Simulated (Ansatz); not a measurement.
A nudged elastic band was laid between two geometries of BBrF2 + H4Si (9 atoms, charge 0, multiplicity 1).

Computed with Ansatz 0.2.0, RKS B3LYP-D4/def2-SVP.

| Quantity | Value |
| --- | --- |
| movable images | 7 |
| climbing image | yes |
| spring | 5.0 eV/Å² |
| optimiser | quadratic models (default) |
| start path | through a guess of the saddle point |
| force threshold | 0.05 eV/Å |
| iteration limit | 56 |
| end points | relaxed |

Initial state:

```xyz
9
Properties=species:S:1:pos:R:3
B -1.499 -0.797 -1.086
Br -0.901 -0.769 -2.901
F -1.655 -1.933 -0.449
F -1.778 0.327 -0.460
H 1.068 -0.440 -0.044
Si 1.164 0.640 0.983
H 2.540 0.635 1.557
H 0.169 0.381 2.060
H 0.891 1.955 0.339
```

Final state:

```xyz
9
Properties=species:S:1:pos:R:3
B -1.174 -0.319 0.164
Br 0.599 -0.391 -2.646
F -1.212 -1.644 0.155
F -2.232 0.301 -0.335
H 1.306 -1.462 -2.018
Si 0.385 0.692 0.998
H 1.641 -0.102 0.869
H 0.120 0.900 2.456
H 0.567 2.025 0.357
```

(1) What changes between the two ends?

(2) Give the energies along the band, and the barrier.

(3) What is the geometry of the highest image?

## Answers

(1) Bonds broken: B1–Br2, H5–Si6. Bonds formed: B1–Si6, Br2–H5. BBrF2 + H4Si becomes BF2H3Si + BrH.

(2) It converged. The highest image is number 4 of 0 to 8, 182.5 kJ/mol above the first end and 97.2 kJ/mol above the last; the last end lies 85.3 kJ/mol above the first. Neighbouring images differ by up to 1.4 eV, so the band resolves the path poorly. A vibrational analysis at the climbing image gives one clearly imaginary mode, 773i cm⁻¹: a first-order saddle point. The orbitals stay closed-shell, which can raise the energy where a bond breaks towards radicals; this wasn't checked here.

```json
{"image": "0", "path coordinate (Å)": "0.00", "energy (kJ/mol)": "0.0", "B1–Br2 (Å)": "1.91", "H5–Si6 (Å)": "1.49", "B1–Si6 (Å)": "3.67"}
{"image": "1", "path coordinate (Å)": "0.87", "energy (kJ/mol)": "0.8", "B1–Br2 (Å)": "1.91", "H5–Si6 (Å)": "1.49", "B1–Si6 (Å)": "3.63"}
{"image": "2", "path coordinate (Å)": "1.75", "energy (kJ/mol)": "6.7", "B1–Br2 (Å)": "1.92", "H5–Si6 (Å)": "1.49", "B1–Si6 (Å)": "3.34"}
{"image": "3", "path coordinate (Å)": "2.62", "energy (kJ/mol)": "47.4", "B1–Br2 (Å)": "1.99", "H5–Si6 (Å)": "1.51", "B1–Si6 (Å)": "2.76"}
{"image": "4", "path coordinate (Å)": "3.49", "energy (kJ/mol)": "182.5", "B1–Br2 (Å)": "2.46", "H5–Si6 (Å)": "1.91", "B1–Si6 (Å)": "2.20"}
{"image": "5", "path coordinate (Å)": "4.26", "energy (kJ/mol)": "117.2", "B1–Br2 (Å)": "3.08", "H5–Si6 (Å)": "2.43", "B1–Si6 (Å)": "2.05"}
{"image": "6", "path coordinate (Å)": "5.03", "energy (kJ/mol)": "95.6", "B1–Br2 (Å)": "3.35", "H5–Si6 (Å)": "2.87", "B1–Si6 (Å)": "2.04"}
{"image": "7", "path coordinate (Å)": "5.81", "energy (kJ/mol)": "86.7", "B1–Br2 (Å)": "3.31", "H5–Si6 (Å)": "3.38", "B1–Si6 (Å)": "2.04"}
{"image": "8", "path coordinate (Å)": "6.58", "energy (kJ/mol)": "85.3", "B1–Br2 (Å)": "3.32", "H5–Si6 (Å)": "3.82", "B1–Si6 (Å)": "2.04"}
```

(3) 
```xyz
9
Properties=species:S:1:pos:R:3:forces:R:3
B -0.895 -0.497 -0.298 0.00 0.00 0.00
Br 0.008 -0.633 -2.579 0.00 0.00 0.00
F -1.007 -1.754 0.114 0.00 0.00 0.00
F -1.968 0.280 -0.389 0.00 0.00 0.00
H 0.266 -0.106 -0.941 0.00 0.00 0.00
Si 0.708 0.532 0.800 0.00 0.00 0.00
H 1.965 -0.255 0.863 0.00 0.00 0.00
H -0.014 0.513 2.104 0.00 0.00 0.00
H 0.937 1.920 0.325 0.00 0.00 0.00
```

Run time: 12 min on 2 threads of Arm Neoverse V1, on a shared host, peak memory 0.28 GiB.
